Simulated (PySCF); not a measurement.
C2H8InP. Atoms are numbered in the order given.

```xyz
12

In    -0.2182     0.0465    -0.1745
C     -1.8018    -1.4580    -0.3408
H     -1.7791    -1.8971    -1.3511
H     -2.7862    -0.9862    -0.1962
H     -1.6704    -2.2603     0.3988
C     -0.2564     1.9523    -1.2550
H      0.5976     1.9965    -1.9491
H     -0.1563     2.7842    -0.5406
H     -1.1891     2.0743    -1.8248
P      1.6975    -0.3577     1.4636
H      2.6957     0.1331     0.5639
H      1.8662    -1.7223     1.0686
```

Coordinates come from a B3LYP-D3(BJ)/def2-SVP optimisation. The structure was generated by enumeration; whether it is a known compound was not checked. The def2 effective core potentials stand for the cores of In; spin–orbit coupling is left out. The values are those of a single conformer.

All values below come from TDA-PBE/def2-SVPD (PySCF).

Vertical excitations. 

| state | energy (eV) | λ (nm) | f | main pairs |
|---|---|---|---|---|
| S1 | 3.94 | 315 | 0.010 | HOMO→LUMO 94 % |
| S2 | 4.43 | 280 | 0.001 | HOMO−1→LUMO 99 % |
| S3 | 4.76 | 261 | 0.111 | HOMO→LUMO+1 80 % |
| S4 | 5.35 | 232 | 0.011 | HOMO−2→LUMO 81 %, HOMO→LUMO+3 14 % |
| S5 | 5.43 | 228 | 0.082 | HOMO−1→LUMO+1 69 %, HOMO→LUMO+2 15 % |
| S6 | 5.61 | 221 | 0.030 | HOMO→LUMO+2 69 %, HOMO−1→LUMO+1 13 %, HOMO→LUMO+3 11 % |
| S7 | 5.94 | 209 | 0.006 | HOMO−2→LUMO+1 33 %, HOMO→LUMO+4 29 %, HOMO→LUMO+3 26 % |
| S8 | 6.01 | 206 | 0.032 | HOMO−2→LUMO+1 48 %, HOMO→LUMO+4 41 %, HOMO−1→LUMO+2 9 % |
| S9 | 6.11 | 203 | 0.010 | HOMO−1→LUMO+2 65 %, HOMO→LUMO+4 17 %, HOMO−1→LUMO+3 10 % |
| S10 | 6.21 | 200 | 0.024 | HOMO→LUMO+5 94 % |
| T1 | 3.50 | 354 | 0 | HOMO→LUMO 98 % |
| T2 | 4.18 | 297 | 0 | HOMO→LUMO+1 96 % |
| T3 | 4.18 | 296 | 0 | HOMO−1→LUMO 100 % |
| T4 | 4.74 | 262 | 0 | HOMO−1→LUMO+1 97 % |
Triplets are in the Tamm–Dancoff approximation.
